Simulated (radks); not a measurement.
Neutral neodymium inside a hard spherical wall (all orbitals vanish at R), configuration held at [Xe] 4f4 6s2 and not refilled when levels cross. All-electron calculation, scalar-relativistic Kohn-Sham, PBE, spin-polarised, spherical densities, finite nucleus; open shells are filled with parallel spins first (spin-orbit coupling, left out, can overturn this in heavy ions); Fermi nuclear charge, rms radius 4.9123 fm. Program: a radial shooting solver on a logarithmic mesh with Libxc functionals. Eigenvalues in eV for spin up, with the zero of energy where the potential of the charges vanishes at infinity; a dash marks a level that is unbound or too diffuse for the functional's potential to be trusted. A positive occupied level is held by the wall or, in an anion where self-interaction has pushed it up, behind a barrier. The pressure on the wall is -dE/dV.

\begin{tabular}{lrrrrrrrrr}
R (bohr) & E (hartree) & kinetic (hartree) & e(5s) & e(5p) & e(6s) & e(4f) & e(5d, empty) & e(6p, empty) & pressure (GPa) \\ \hline
free & -9623.5531 & 10241.392 & -41.110 & -22.591 & -3.572 & -2.556 & -2.090 & -1.261 & 0 \\
12 & -9623.5525 & 10241.399 & -41.055 & -22.537 & -3.531 & -2.502 & -2.041 & -1.137 & 0.0101 \\
10 & -9623.5489 & 10241.426 & -40.873 & -22.357 & -3.384 & -2.322 & -1.882 & -0.829 & 0.0888 \\
8 & -9623.5281 & 10241.546 & -40.251 & -21.748 & -2.792 & -1.707 & -1.326 & 0.224 & 0.804 \\
6 & -9623.4056 & 10242.067 & -38.465 & -20.033 & -0.322 & 0.101 & 0.464 & 4.135 & 8.75 \\
4 & -9622.4222 & 10245.783 & -32.468 & -14.312 & 14.173 & 6.834 & 8.085 & 24.024 & 198 \\
3 & -9619.1510 & 10257.710 & -21.166 & -2.238 & 50.916 & 20.521 & 25.042 & 68.171 & 1770 \\
2.5 & -9613.4924 & 10276.615 & -6.409 & 14.846 & 102.36 & 36.907 & 48.342 & 125.97 & 6670 \\
2 & -9597.2971 & 10326.505 & 30.362 & 58.098 & 222.81 & 69.683 & 104.20 & 256.04 & 32100 \\
\end{tabular}
